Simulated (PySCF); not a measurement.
Gas-phase reaction: W2O6 + 2 NH2OH → 2 WO2(OH)2 + 2 NH

Method: PySCF energies plus ideal-gas RRHO corrections (1 bar). † marks an energy on the PBE0/def2-TZVP geometry and frequencies; other levels use their own. MP2 freezes the core. Open shells (unrestricted): NH (multiplicity 3); the rest are closed-shell singlets. W: scalar-relativistic def2 core potential, no spin-orbit coupling. W2O6: computed as isolated molecules; such fragments, hydroxides, amides, oligomers or adducts are transient or little studied in the gas. MP2 isn't extrapolated to the basis-set limit.

ωB97M-V/def2-TZVP† gives ΔH°(298 K) = 166 kJ.

Question: What do PBE0/def2-TZVP, LDA/def2-TZVP†, MP2/def2-TZVPP† give?

Answer: PBE0/def2-TZVP: 155 kJ; LDA/def2-TZVP†: 341 kJ; MP2/def2-TZVPP†: 199 kJ. For scale, ΔH°(298 K) is 166 kJ at this level, 174 kJ at ωB97X-V/def2-TZVP†, and runs from -218 to 670 kJ over the 17 levels computed.
